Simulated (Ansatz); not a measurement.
`[CH3][InH][PH2]` + `OB(F)F` → `FB(F)OP` + `[CH3][InH2]`  (cleavage of the P–In bond)

Program: Ansatz. Geometries: PBE0-D4/def2-TZVP. ΔE: electronic, gas phase. CCSD(T)/CBS adds triple-zeta CCSD(T) − MP2 to the extrapolated MP2 energy (def2 sets, frozen cores). This one scheme is used for every species. Functionals use def2-TZVPP. HSE06 is defined as in plane-wave codes. Elements past krypton have def2 core potentials. For In outer-core shells are correlated without core-valence functions, which leaves a few kJ/mol of doubt a bond. One conformer a species, not always the lowest.

(1) Is it downhill or uphill in electronic energy at CCSD(T)/CBS, and by how much? (Best estimate.)

(2) What do these levels give: r2SCAN0-D4, HSE06-D4, BHLYP-D4, ωB97M-V, B2PLYP, PBE, revPBE, r2SCANh, RPA@PBE/def2-TZVPP, HF/def2-SVP, MP2/def2-QZVPP, CCSD/CBS(def2)? (An estimate is asked.)

Largest T1 diagnostic among the species: 0.013.

## Answers

(1) Computed: Uphill: ΔE = +0.97 eV.

(2) Ansatz gave: r2SCAN0-D4 0.96, HSE06-D4 1.00, BHLYP-D4 0.83, ωB97M-V 0.84, B2PLYP 0.89, PBE 1.00, revPBE 1.01, r2SCANh 0.96, RPA@PBE/def2-TZVPP 0.84, HF/def2-SVP 0.85, MP2/def2-QZVPP 1.02, CCSD/CBS(def2) 0.93 eV.

Leaving LDA and LC-ωPBE aside and taking each functional with its dispersion term where it has one, the values, not all of them listed here, spread over 0.22 eV, from CAM-B3LYP-D4 to PBE-D4. From BLYP to BHLYP (50 % exact exchange), in def2-TZVPP and without D4, ΔE moves by −0.05 eV. In def2-TZVPP, CCSD(T) changes the Hartree–Fock value by +0.23 eV (the triples alone add +0.03 eV) and MP2 by +0.30 eV.
